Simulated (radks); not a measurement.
The numbers below are computed, except where a source is named.
Pm XIV, 48 electrons, occupied as [Kr] 4d10 4f1 5s1 (not the ground configuration). Code: a radial shooting solver on a logarithmic mesh with Libxc functionals. Model: scalar-relativistic Kohn-Sham, LDA (Slater exchange, Perdew-Wang correlation), spin-polarised, spherical densities, finite nucleus; open shells are filled with parallel spins first (spin-orbit coupling, left out, can overturn this in heavy ions); Fermi nuclear charge, rms radius 4.962 fm.

Normalised radial functions P(r) = r R(r), r in bohr:

| r | 4p up | 4f down |
|---|---|---|
| 0.0008225 | 0.0016 | 0.0000 |
| 0.001071 | 0.0025 | 0.0000 |
| 0.001406 | 0.0040 | 0.0000 |
| 0.001831 | 0.0063 | 0.0000 |
| 0.002384 | 0.0100 | 0.0000 |
| 0.003129 | 0.0159 | 0.0000 |
| 0.004074 | 0.0250 | 0.0000 |
| 0.005305 | 0.0391 | 0.0000 |
| 0.006963 | 0.0614 | 0.0000 |
| 0.009067 | 0.0940 | 0.0000 |
| 0.01181 | 0.1414 | 0.0001 |
| 0.0155 | 0.2101 | 0.0001 |
| 0.02018 | 0.2980 | 0.0004 |
| 0.02628 | 0.4029 | 0.0010 |
| 0.03449 | 0.5120 | 0.0025 |
| 0.04491 | 0.5834 | 0.0062 |
| 0.05848 | 0.5644 | 0.0147 |
| 0.07676 | 0.3835 | 0.0344 |
| 0.09995 | 0.0224 | 0.0741 |
| 0.1301 | -0.4491 | 0.1494 |
| 0.1708 | -0.8229 | 0.2837 |
| 0.2224 | -0.7808 | 0.4823 |
| 0.2896 | -0.1953 | 0.7384 |
| 0.3802 | 0.7320 | 1.0090 |
| 0.495 | 1.3947 | 1.1863 |
| 0.6446 | 1.4246 | 1.1925 |
| 0.8461 | 0.9310 | 0.9955 |
| 1.102 | 0.4009 | 0.6700 |
| 1.435 | 0.1054 | 0.3386 |
| 1.883 | 0.0139 | 0.1120 |
| 2.452 | 0.0009 | 0.0226 |
| 3.193 | 0.0000 | 0.0023 |

4p up: eigenvalue -478.46 eV, 2 radial nodes at r = 0.101, 0.308 bohr, <r> = 0.613 bohr, 90 % of the charge inside 0.887 bohr. 4f down (empty): eigenvalue -232.02 eV, 0 radial nodes, <r> = 0.715 bohr, 90 % of the charge inside 1.12 bohr.
